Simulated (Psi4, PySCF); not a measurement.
PySCF was given this input:
```python
from pyscf import gto, scf, dft

mol = gto.Mole()
mol.atom = '''
    O     1.489568    1.614524    0.155186
    Si    1.507012    0.027799    0.349730
    O     1.259549   -0.361340    1.872749
    O     2.591938   -0.869940   -0.404344
    O     0.142242   -0.580651   -0.531351
    Si   -1.501502   -0.050291   -0.370312
    O    -1.529087    1.461630   -0.865880
    O    -2.107809   -1.106336   -1.404134
    O    -1.848910   -0.147645    1.187146
    H     1.765636    2.084047   -0.629914
    H     0.950171    0.235612    2.551215
    H     3.473489   -1.046372   -0.086906
    H     0.313663   -1.280413   -1.171699
    H    -1.553738    2.228224   -0.296573
    H    -2.963048   -1.037314   -1.819863
    H    -2.043241   -0.950830    1.666915
'''
mol.basis = 'sto-3g'
mol.charge = 1
mol.spin = 0
mol.verbose = 4
mol.build()

mf = dft.RKS(mol)
mf.xc = 'revpbe'
mf.grids.atom_grid = (99, 590)
mf.grids.prune = None
mf.kernel()
```

Problem. Convert this to an input for Psi4.

Solution. This is not unique; one that fits is 
```
memory 2 GB

molecule mol {
1 1
  O     1.489568    1.614524    0.155186
  Si    1.507012    0.027799    0.349730
  O     1.259549   -0.361340    1.872749
  O     2.591938   -0.869940   -0.404344
  O     0.142242   -0.580651   -0.531351
  Si   -1.501502   -0.050291   -0.370312
  O    -1.529087    1.461630   -0.865880
  O    -2.107809   -1.106336   -1.404134
  O    -1.848910   -0.147645    1.187146
  H     1.765636    2.084047   -0.629914
  H     0.950171    0.235612    2.551215
  H     3.473489   -1.046372   -0.086906
  H     0.313663   -1.280413   -1.171699
  H    -1.553738    2.228224   -0.296573
  H    -2.963048   -1.037314   -1.819863
  H    -2.043241   -0.950830    1.666915
}

set basis sto-3g
set reference rks
set scf_type pk
set puream true
set d_convergence 1e-8
set dft_radial_points 99
set dft_spherical_points 590

energy('revpbe')
print_variables()
```

Both were run: PySCF gave -1095.346202 Eh and Psi4 -1095.346204 Eh, 0.001 mEh apart.
